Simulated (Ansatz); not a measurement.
Frontier orbitals of FH4MoN3 (`[NH]=[Mo](=[NH])([NH2])[F]`).

```xyz
9

N    -0.5001    1.6282    0.2888
Mo    0.3280    0.2447   -0.3214
N     1.4857   -0.3614    0.8031
N    -0.9971   -1.1387   -0.5513
F     1.1859    0.6869   -1.9248
H    -0.6994    2.3499    0.9674
H     2.0071   -0.3615    1.6688
H    -0.8256   -2.1041   -0.3158
H    -1.9845   -0.9441   -0.6148
```

The species carries charge 0 and has multiplicity 1. Correlated methods include outer-core shells of Mo, which these sets cover unevenly. Mo: def2 effective core potential. All single points use the PBE0-D4/def2-TZVP geometry. It is one conformer, not always the lowest. Basis def2-TZVPP, Ansatz.

```
             functional  HOMO (eV)  LUMO (eV)  gap (eV)
                    PBE      -6.39      -2.05      4.34
                 r2SCAN      -6.67      -2.00      4.67
                   PBE0      -7.70      -1.30      6.40
HSE06 (plane-wave form)      -7.30      -1.67      5.63
                  BHLYP      -8.91      -0.41      8.50
                LC-ωPBE     -10.40       0.90     11.30
                ωB97M-V      -9.95       0.77     10.72
```

From PBE to PBE0 the HOMO moves by −1.31 eV and the LUMO by +0.75 eV, and with ωB97M-V by −3.56 and +2.82 eV, so the gap grows from 4.34 to 10.72 eV with exact exchange. A positive LUMO is unbound and depends on the basis.

LC-ωPBE has ω = 0.4 bohr⁻¹.
